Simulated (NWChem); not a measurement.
C2H4ClFSi; SMILES F/C=C(/[SiH3])Cl

```xyz
9

F     -0.8843     2.2074     0.0000
C     -1.1057     0.9068     0.0000
C     -0.1347    -0.0128     0.0000
Si    -0.4527    -1.8604     0.0000
Cl     1.5275     0.4895     0.0000
H     -2.1685     0.6451     0.0000
H      0.1556    -2.4742    -1.2155
H      0.1556    -2.4742     1.2155
H     -1.9310    -2.0773     0.0000
```
Atoms are numbered in this order, from 1.

Program: NWChem. Pople sets run with spherical d functions. Coordinates come from a PBE0/def2-SVP optimisation. Level: PBE/6-31G* with SMD (1 M gas to 1 M solution), gas-phase geometry. Reactions with the solvent are ignored.

For solvent cyclohexane:

| Property | Value |
|---|---|
| dipole in solution (D) | 2.10 |

Problem. What are these values for solvent chlorobenzene?

Solution. 
| Item | Result |
|---|---|
| dipole in solution (D) | 2.35 |
